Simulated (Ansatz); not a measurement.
The cluster La2O3⁻, relaxed as a doublet with UKS PBE0-D4/def2-SVPD in Ansatz, starting from the GFN1-xTB geometry. Force threshold 0.02 eV/Å.

In the def2 sets La takes a core potential; there is no spin–orbit coupling. The highest occupied level of the charge -1 doublet lies above zero (up to 0.56 eV). The electron is either unbound and held by the finite basis, or the level is raised by self-interaction error. The structure comes from a short search, and lower isomers may exist.

Start:

```xyz
5

La   -0.2189    0.0519    0.8480
La    0.4427   -0.4632   -1.2136
O     0.3278    0.6722   -2.3408
O    -1.6776   -0.6094    1.0226
O     1.1261    0.3485    1.6838
```

(1) Estimate the energy that the relaxation releases and the steps that it takes.

(2) Does the start keep its bonding and symmetry?

(3) Predict the relaxed structure.

Results:

(1) 22.61 eV, in 13 steps; 2 min on 4 threads of Intel Xeon on a shared host. No frequencies were taken in this run, so the end may be a saddle point.

(2) By distances, no bond broke or formed. The bond that changes most is La1–O3, from 3.29 to 2.22 Å (atoms count from 1). The end is the same structure that another start reached, the lowest one found. Point group Cs at the start, D3h at the end, both within 0.05 Å.

(3) 
```xyz
5

La   -0.5841    1.1732    0.7806
La    0.5841   -1.1732   -0.7806
O     0.0117    0.8987   -1.3421
O    -1.2981   -0.8892    0.3652
O     1.2864   -0.0095    0.9769
```
Bond lengths (bridged metal pairs left out): 6 × La–O 2.22 Å.
